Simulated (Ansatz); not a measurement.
[AuCl2]- (AuCl2⁻). The state is a triplet with charge -1. Geometry B3LYP-D4/def2-TZVPD, that of the charge -1 singlet; atoms count from 1.

```csv
atom,x (Å),y (Å),z (Å)
Au1,0.000,0.000,0.000
Cl2,2.274,0.152,-0.435
Cl3,-2.274,-0.152,0.435
```

In the def2 sets Au takes a core potential; there is no spin–orbit coupling. The highest occupied level of the charge -1 triplet lies above zero (up to 1.32 eV). By energy differences its removal costs 0.28 eV (vertical, to the charge 0 doublet, at PBE0-D4/def2-TZVPD), and other spins of that charge weren't run; a positive level beside a positive removal energy at the same level points to self-interaction error. At PBE0-D4/def2-TZVPD a singlet of charge -1 lies 4.45 eV below the triplet at the same geometry.

(1) Estimate the Mulliken populations from the PBE0/def2-TZVPD orbitals of Ansatz.

(2) Where does the spin sit?

## Answers

(1) 
| atom | charge (e) | spin (α − β) | d electrons |
| --- | --- | --- | --- |
| Au1 | -0.79 | 1.78 | 9.26 |
| Cl2 | -0.10 | 0.11 | – |
| Cl3 | -0.10 | 0.11 | – |
Mulliken values and Mayer orders depend strongly on the basis. With diffuse functions, as here, like atoms can get unlike values, and bond orders can come out too low or too high.

(2) Summed by element: Au 1.78, Cl 0.22, of 2 unpaired in all. Largest on single atoms: Au1 1.78, Cl3 0.11, Cl2 0.11.
